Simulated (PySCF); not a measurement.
Radial density of Sc²⁺ (scandium, charge +2)

UHF, [Ar] 3d1, 2D determinant. All numbers are calculated (PySCF 2.14, the spin-free X2C one-electron Hamiltonian (Gaussian nucleus), in jorge-DZP-DKH (8s6p2d1f, 43 functions)).

```json
{"r (bohr)": "0.00129", "4πr²ρ (e/bohr)": "0.1650", "4πr²(ρα − ρβ)": "0.0000"}
{"r (bohr)": "0.00217", "4πr²ρ (e/bohr)": "0.4193", "4πr²(ρα − ρβ)": "0.0000"}
{"r (bohr)": "0.00365", "4πr²ρ (e/bohr)": "1.052", "4πr²(ρα − ρβ)": "0.0000"}
{"r (bohr)": "0.00614", "4πr²ρ (e/bohr)": "2.553", "4πr²(ρα − ρβ)": "-0.0001"}
{"r (bohr)": "0.0103", "4πr²ρ (e/bohr)": "5.823", "4πr²(ρα − ρβ)": "-0.0002"}
{"r (bohr)": "0.0174", "4πr²ρ (e/bohr)": "11.88", "4πr²(ρα − ρβ)": "-0.0003"}
{"r (bohr)": "0.0292", "4πr²ρ (e/bohr)": "20.07", "4πr²(ρα − ρβ)": "-0.0006"}
{"r (bohr)": "0.0492", "4πr²ρ (e/bohr)": "24.87", "4πr²(ρα − ρβ)": "-0.0011"}
{"r (bohr)": "0.0827", "4πr²ρ (e/bohr)": "20.73", "4πr²(ρα − ρβ)": "-0.0026"}
{"r (bohr)": "0.139", "4πr²ρ (e/bohr)": "19.26", "4πr²(ρα − ρβ)": "-0.0050"}
{"r (bohr)": "0.234", "4πr²ρ (e/bohr)": "26.35", "4πr²(ρα − ρβ)": "0.0163"}
{"r (bohr)": "0.394", "4πr²ρ (e/bohr)": "15.32", "4πr²(ρα − ρβ)": "0.1309"}
{"r (bohr)": "0.662", "4πr²ρ (e/bohr)": "7.010", "4πr²(ρα − ρβ)": "0.4077"}
{"r (bohr)": "1.11", "4πr²ρ (e/bohr)": "8.241", "4πr²(ρα − ρβ)": "0.6131"}
{"r (bohr)": "1.87", "4πr²ρ (e/bohr)": "1.990", "4πr²(ρα − ρβ)": "0.3705"}
{"r (bohr)": "3.15", "4πr²ρ (e/bohr)": "0.1000", "4πr²(ρα − ρβ)": "0.0631"}
{"r (bohr)": "5.30", "4πr²ρ (e/bohr)": "0.002650", "4πr²(ρα − ρβ)": "0.0026"}
```

Densities and radii are taken from the X2C orbitals without a picture-change correction, which distorts them close to the nucleus.

**Question.** Where is the radial spin density 4πr²(ρα − ρβ) most negative, and why is it negative at all?

**Answer.** Around r = 0.139 bohr, down to -0.0050 e/bohr: exchange with the open shell polarises the paired shells in an unrestricted calculation.
